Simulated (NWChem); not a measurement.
System: diboron tetrachloride (B2Cl4); SMILES ClB(Cl)B(Cl)Cl

Parts of the log:

```
             Northwest Computational Chemistry Package (NWChem) 7.3.0
             --------------------------------------------------------

 D2  symmetry detected

                             Geometry "geometry" -> ""
                             -------------------------

 Output coordinates in angstroms (scale by  1.889725989 to convert to a.u.)

  No.       Tag          Charge          X              Y              Z
 ---- ---------------- ---------- -------------- -------------- --------------
    1 Cl                  17.0000    -1.06337254     1.75363362     1.00777033
    2 B                    5.0000     0.00000000     0.85141946     0.00000000
    3 Cl                  17.0000     1.06337254     1.75363362    -1.00777033
    4 B                    5.0000     0.00000000    -0.85141946     0.00000000
    5 Cl                  17.0000    -1.06337254    -1.75363362    -1.00777033
    6 Cl                  17.0000     1.06337254    -1.75363362     1.00777033

 Effective nuclear repulsion energy (a.u.)     427.1081887678

      Symmetry information
      --------------------

 Group name             D2
 Group number             11
 Group order               4
 No. of unique centers     2

                                Z-matrix (autoz)
                                --------

 Units are Angstrom for bonds and degrees for angles

      Type          Name      I     J     K     L     M      Value
      ----------- --------  ----- ----- ----- ----- ----- ----------
    1 Stretch                  1     2                       1.72057
    2 Stretch                  2     3                       1.72057
    3 Stretch                  2     4                       1.70284
    4 Stretch                  4     5                       1.72057
    5 Stretch                  4     6                       1.72057
    6 Bend                     1     2     3               116.74830
    7 Bend                     1     2     4               121.62585
    8 Bend                     2     4     5               121.62585
    9 Bend                     2     4     6               121.62585
   10 Bend                     3     2     4               121.62585
   11 Bend                     5     4     6               116.74830
   12 Torsion                  1     2     4     5          86.92440
   13 Torsion                  1     2     4     6         -93.07560
   14 Torsion                  3     2     4     5         -93.07560
   15 Torsion                  3     2     4     6          86.92440

                           NWChem Geometry Optimization
                           ----------------------------

 maximum gradient threshold         (gmax) =   0.000450
 rms gradient threshold             (grms) =   0.000300
 maximum cartesian step threshold   (xmax) =   0.001800
 rms cartesian step threshold       (xrms) =   0.001200
 fixed trust radius                (trust) =   0.300000
 source of zmatrix                         =   autoz

          -------------------
          Energy Minimization
          -------------------

 Using diagonal initial Hessian
 Scaling for Hessian diagonals: bonds = 1.00  angles = 0.25  torsions = 0.10

          --------
          Step   0

                                 NWChem DFT Module
                                 -----------------

 Summary of "ao basis" -> "ao basis" (spherical)
 ------------------------------------------------------------------------------
       Tag                 Description            Shells   Functions and Types
 ---------------- ------------------------------  ------  ---------------------
 Cl                          6-31g*                  8       18   4s3p1d
 B                           6-31g*                  6       14   3s2p1d

      Symmetry analysis of basis
      --------------------------

        a1         26
        b1         24
        b2         26
        b3         24

            General Information
            -------------------
          SCF calculation type: DFT
          Wavefunction type:  closed shell.
          No. of atoms     :     6
          No. of electrons :    78
           Alpha electrons :    39
            Beta electrons :    39
          Charge           :     0
          Spin multiplicity:     1
          Use of symmetry is: on ; symmetry adaption is: on
          Maximum number of iterations: 150
          AO basis - number of functions:   100
                     number of shells:    44
          Convergence on energy requested:  1.00D-06
          Convergence on density requested:  1.00D-05
          Convergence on gradient requested:  5.00D-04

              XC Information
              --------------
                         B3LYP Method XC Potential
                     Hartree-Fock (Exact) Exchange  0.200
                        Slater Exchange Functional  0.800 local
                    Becke 1988 Exchange Functional  0.720 non-local
              Lee-Yang-Parr Correlation Functional  0.810
                  VWN I RPA Correlation Functional  0.190 local

             Grid Information
             ----------------
          Grid used for XC integration:  medium
          Radial quadrature: Mura-Knowles
          Angular quadrature: Lebedev.
          Tag              B.-S. Rad. Rad. Pts. Rad. Cut. Ang. Pts.
          ---              ---------- --------- --------- ---------
          Cl                  1.00       88          11.0       590
          B                   0.85       49           9.0       434
          Grid pruning is: on
          Number of quadrature shells:   137
          Spatial weights used:  Erf1

      Superposition of Atomic Density Guess
      -------------------------------------

 Sum of atomic energies:       -1886.85450786

      Non-variational initial energy
      ------------------------------

 Total energy =   -1888.793155
 1-e energy   =   -3457.416023
 2-e energy   =    1141.514679
 HOMO         =      -0.301498
 LUMO         =       0.017174

      Symmetry analysis of molecular orbitals - initial
      -------------------------------------------------

  Numbering of irreducible representations:

     1 a1          2 b1          3 b2          4 b3

  Orbital symmetries:

     1 b1          2 b3          3 a1          4 b2          5 a1
     6 b2          7 b3          8 b1          9 a1         10 b2
    11 b3         12 b1         13 a1         14 b2         15 b1
    16 b3         17 b1         18 b3         19 b2         20 a1
    21 a1         22 b2         23 a1         24 b2         25 b3
    26 b1         27 a1         28 b2         29 a1         30 b3
    31 b1         32 b1         33 b3         34 b2         35 a1
    36 b2         37 b3         38 b1         39 a1         40 b1
    41 b3         42 b2         43 a1         44 b3         45 b1
    46 b2         47 a1         48 b2         49 b3

   convergence    iter        energy       DeltaE   RMS-Dens  Diis-err
 ---------------- ----- ----------------- --------- --------- ---------
 d= 0,ls=0.0,diis     1  -1890.5054702775 -2.32D+03  1.91D-02  8.86D-01
 d= 0,ls=0.0,diis     2  -1890.3573241274  1.48D-01  1.39D-02  1.91D+00
 d= 0,ls=0.0,diis     3  -1890.6244598259 -2.67D-01  1.74D-03  2.29D-02
 d= 0,ls=0.0,diis     4  -1890.6277592936 -3.30D-03  4.60D-04  1.36D-03
 d= 0,ls=0.0,diis     5  -1890.6279573859 -1.98D-04  7.45D-05  2.82D-05
  Resetting Diis
 d= 0,ls=0.0,diis     6  -1890.6279612575 -3.87D-06  1.12D-05  8.43D-07
 d= 0,ls=0.0,diis     7  -1890.6279613864 -1.29D-07  2.07D-06  8.18D-09

         Total DFT energy =    -1890.627961386405
      One electron energy =    -3459.162361334573
           Coulomb energy =     1262.772117363555
    Exchange-Corr. energy =     -121.345906183145
 Nuclear repulsion energy =      427.108188767759

 Numeric. integr. density =       77.999999840340

                  Occupations of the irreducible representations
                  ----------------------------------------------

                     irrep           alpha         beta
                     --------     --------     --------
                     a1               11.0         11.0
                     b1                9.0          9.0
                     b2               10.0         10.0
                     b3                9.0          9.0

                       DFT Final Molecular Orbital Analysis
                       ------------------------------------

[...]

      ----------------------
      Optimization converged
      ----------------------

  Step       Energy      Delta E   Gmax     Grms     Xrms     Xmax
  ---- ---------------- -------- -------- -------- -------- --------
@    5   -1890.63177751 -5.0D-07  0.00006  0.00003  0.00097  0.00148
                                     ok       ok       ok       ok

                                Z-matrix (autoz)
                                --------

 Units are Angstrom for bonds and degrees for angles

      Type          Name      I     J     K     L     M      Value     Gradient
      ----------- --------  ----- ----- ----- ----- ----- ---------- ----------
    1 Stretch                  1     2                       1.75799   -0.00003
    2 Stretch                  2     3                       1.75799   -0.00003
    3 Stretch                  2     4                       1.69288   -0.00006
    4 Stretch                  4     5                       1.75799   -0.00003
    5 Stretch                  4     6                       1.75799   -0.00003
    6 Bend                     1     2     3               119.48356   -0.00004
    7 Bend                     1     2     4               120.25822    0.00002
    8 Bend                     2     4     5               120.25822    0.00002
    9 Bend                     2     4     6               120.25822    0.00002
   10 Bend                     3     2     4               120.25822    0.00002
   11 Bend                     5     4     6               119.48356   -0.00004
   12 Torsion                  1     2     4     5          87.24666   -0.00004
   13 Torsion                  1     2     4     6         -92.75334   -0.00004
   14 Torsion                  3     2     4     5         -92.75334   -0.00004
   15 Torsion                  3     2     4     6          87.24666   -0.00004

                         Geometry "geometry" -> "geometry"
                         ---------------------------------

 Output coordinates in angstroms (scale by  1.889725989 to convert to a.u.)

  No.       Tag          Charge          X              Y              Z
 ---- ---------------- ---------- -------------- -------------- --------------
    1 Cl                  17.0000    -1.09921942     1.73228534     1.04762632
    2 B                    5.0000     0.00000000     0.84643758     0.00000000
    3 Cl                  17.0000     1.09921942     1.73228534    -1.04762632
    4 B                    5.0000     0.00000000    -0.84643758     0.00000000
    5 Cl                  17.0000    -1.09921942    -1.73228534    -1.04762632
    6 Cl                  17.0000     1.09921942    -1.73228534     1.04762632

 Effective nuclear repulsion energy (a.u.)     421.0802305632

      Symmetry information
      --------------------

 Group name             D2
 Group number             11
 Group order               4
 No. of unique centers     2

                Final and change from initial internal coordinates
                --------------------------------------------------

                                Z-matrix (autoz)
                                --------

 Units are Angstrom for bonds and degrees for angles

      Type          Name      I     J     K     L     M      Value       Change
      ----------- --------  ----- ----- ----- ----- ----- ---------- ----------
    1 Stretch                  1     2                       1.75799    0.03742
    2 Stretch                  2     3                       1.75799    0.03742
    3 Stretch                  2     4                       1.69288   -0.00996
    4 Stretch                  4     5                       1.75799    0.03742
    5 Stretch                  4     6                       1.75799    0.03742
    6 Bend                     1     2     3               119.48356    2.73525
    7 Bend                     1     2     4               120.25822   -1.36763
    8 Bend                     2     4     5               120.25822   -1.36763
    9 Bend                     2     4     6               120.25822   -1.36763
   10 Bend                     3     2     4               120.25822   -1.36763
   11 Bend                     5     4     6               119.48356    2.73525
   12 Torsion                  1     2     4     5          87.24666    0.32226
   13 Torsion                  1     2     4     6         -92.75334    0.32226
   14 Torsion                  3     2     4     5         -92.75334    0.32226
   15 Torsion                  3     2     4     6          87.24666    0.32226

[...]

 Rotational Constants
 --------------------
 A=   0.052268 cm-1  (  0.075200 K)
 B=   0.028619 cm-1  (  0.041176 K)
 C=   0.027886 cm-1  (  0.040121 K)

 Temperature                      =   298.15K
 frequency scaling parameter      =   1.0000

 Zero-Point correction to Energy  =    8.241 kcal/mol  (  0.013133 au)
 Thermal correction to Energy     =   12.764 kcal/mol  (  0.020340 au)
 Thermal correction to Enthalpy   =   13.356 kcal/mol  (  0.021284 au)

 Total Entropy                    =   88.270 cal/mol-K
   - Translational                =   41.136 cal/mol-K (mol. weight = 161.8940)
   - Rotational                   =   27.270 cal/mol-K (symmetry #  =        4)
   - Vibrational                  =   19.864 cal/mol-K

 Cv (constant volume heat capacity) =   21.383 cal/mol-K
   - Translational                  =    2.979 cal/mol-K
   - Rotational                     =    2.979 cal/mol-K
   - Vibrational                    =   15.424 cal/mol-K

[normal modes left out]

 ----------------------------------------------------------------------------
 Normal Eigenvalue ||           Projected Infra Red Intensities
  Mode   [cm**-1]  || [atomic units] [(debye/angs)**2] [(KM/mol)] [arbitrary]
 ------ ---------- || -------------- ----------------- ---------- -----------
    1       -0.000 ||    0.000000           0.000         0.000       0.000
    2       -0.000 ||    0.000000           0.000         0.000       0.000
    3       -0.000 ||    0.000000           0.000         0.000       0.000
    4        0.000 ||    0.000000           0.000         0.000       0.000
    5        0.000 ||    0.000000           0.000         0.000       0.000
    6        0.000 ||    0.000000           0.000         0.000       0.000
    7       24.362 ||    0.000000           0.000         0.000       0.000
    8       99.133 ||    0.001131           0.026         1.102       0.245
    9      100.972 ||    0.001190           0.027         1.160       0.257
   10      174.713 ||    0.000000           0.000         0.000       0.000
   11      294.863 ||    0.004966           0.115         4.841       1.074
   12      404.030 ||    0.000000           0.000         0.000       0.000
   13      489.209 ||    0.010079           0.233         9.825       2.180
   14      498.251 ||    0.009412           0.217         9.175       2.036
   15      727.669 ||    0.173154           3.995       168.799      37.460
   16      910.373 ||    0.301553           6.957       293.969      65.237
   17      910.453 ||    0.330545           7.626       322.232      71.510
   18     1133.490 ||    0.000000           0.000         0.000       0.000
 ----------------------------------------------------------------------------
```

Level: B3LYP/6-31G* (spherical d). 

Question: Reconstruct the input file.

Answer: One answer among several that fit: the input that was run:
```
start job
memory heap 200 mb stack 900 mb global 1100 mb
geometry units angstroms
  Cl    -1.713457    -1.250127     0.850200
  B     -0.844036    -0.086087    -0.071467
  Cl    -1.763395     0.895510    -1.144592
  B      0.844036     0.086085     0.071467
  Cl     1.930387    -0.865482    -0.863794
  Cl     1.546466     1.220099     1.158187
end
basis spherical
  * library 6-31g*
end
dft
  xc b3lyp
  iterations 150
end
driver
  maxiter 120
end
task dft optimize
task dft freq
```
